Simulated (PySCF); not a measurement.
PySCF 2.14 output of an unrestricted r2SCAN calculation on a single atom or ion in aug-cc-pCVTZ-DK (8s7p5d3f, 75 functions), with the spin-free X2C one-electron Hamiltonian (Gaussian nucleus):

```
SCF conv_tol = 1e-09
number electrons alpha = 8  beta = 5
    J. W. Furness, A. D. Kaplan, J. Ning, J. P. Perdew, and J. Sun.,  J. Phys. Chem. Lett. 11, 8208-8215 (2020)
    J. W. Furness, A. D. Kaplan, J. Ning, J. P. Perdew, and J. Sun.,  J. Phys. Chem. Lett. 11, 9248-9248 (2020)
    J. W. Furness, A. D. Kaplan, J. Ning, J. P. Perdew, and J. Sun.,  J. Phys. Chem. Lett. 11, 8208-8215 (2020)
    J. W. Furness, A. D. Kaplan, J. Ning, J. P. Perdew, and J. Sun.,  J. Phys. Chem. Lett. 11, 9248-9248 (2020)
cycle= 1 E= -340.229427408312  delta_E= -0.0058  |g|= 0.00757  |ddm|= 0.171
cycle= 2 E= -340.229446703645  delta_E= -1.93e-05  |g|= 0.00181  |ddm|= 0.0154
cycle= 3 E= -340.229447295399  delta_E= -5.92e-07  |g|= 0.000647  |ddm|= 0.00141
cycle= 4 E= -340.229447336691  delta_E= -4.13e-08  |g|= 3.79e-05  |ddm|= 0.000379
cycle= 5 E= -340.229447337971  delta_E= -1.28e-09  |g|= 5.32e-06  |ddm|= 0.000108
cycle= 6 E= -340.229447337983  delta_E= -1.19e-11  |g|= 1.54e-07  |ddm|= 8.79e-06
converged SCF energy = -340.229447337983  <S^2> = 3.75007  2S+1 = 4.000035
```

The run itself started from symmetry-adapted Hartree-Fock orbitals and held the occupation by maximum overlap, on a logarithmic radial grid, so the iterations belong to that start.

Which element, charge and spin multiplicity is this?

P²⁺ (phosphorus, charge +2), multiplicity 4; the state was [Ne] 3s1 3p1 3d1, one real determinant (an excited configuration).

⟨L²⟩ = 8.00 against 12 for a pure F term, so this real determinant mixes terms. The outer electron is Rydberg-like, and this basis confines it to a smaller radius and binds it less than a complete one would.
